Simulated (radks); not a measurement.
Results of a calculation; reference values are marked as such.
Valence configurations of the iron ion Fe3+ (all share [Ar]). Code: a radial shooting solver on a logarithmic mesh with Libxc functionals. Model: scalar-relativistic Kohn-Sham, r2SCAN, spin-polarised, spherical densities, finite nucleus; open shells are filled with parallel spins first; meta-GGA in the generalised Kohn-Sham scheme; Fermi nuclear charge, rms radius 3.7377 fm. Energies are relative to 3d5; eigenvalues in eV for spin up.

| valence | E (eV) | moment (Bohr magnetons) | e(3d) | e(4p) | e(4s) |
|---|---|---|---|---|---|
| 3d5 | 0.000 | 5 | -45.712 | - | - |
| 3d3 4s2 | 39.743 | 3 | -61.020 | - | -37.177 |
| 3d4.5 4p0.5 | 11.541 | 5 | -49.993 | -25.798 | - |
| 3d4 4p1 | 24.248 | 5 | -54.308 | -27.642 | - |
| 3d4 4s1 | 16.243 | 5 | -53.209 | - | -35.226 |
| 3d4.5 4s0.5 | 7.716 | 5 | -49.441 | - | -33.249 |
| 3d3 4s1 4p1 | 45.078 | 5 | -62.052 | -30.389 | -39.009 |
| 3d2 4s2 4p1 | 75.014 | 3 | -70.270 | -31.992 | -40.992 |
| 3d3 4p2 | 53.634 | 5 | -63.108 | -30.878 | - |
| 3d3.5 4s1.5 | 27.752 | 4 | -57.103 | - | -36.273 |

NIST lists [Ar] 3d5 as the ground configuration; this level of theory agrees among the configurations tried. The energies are those of spherical high-spin densities, not of single terms.
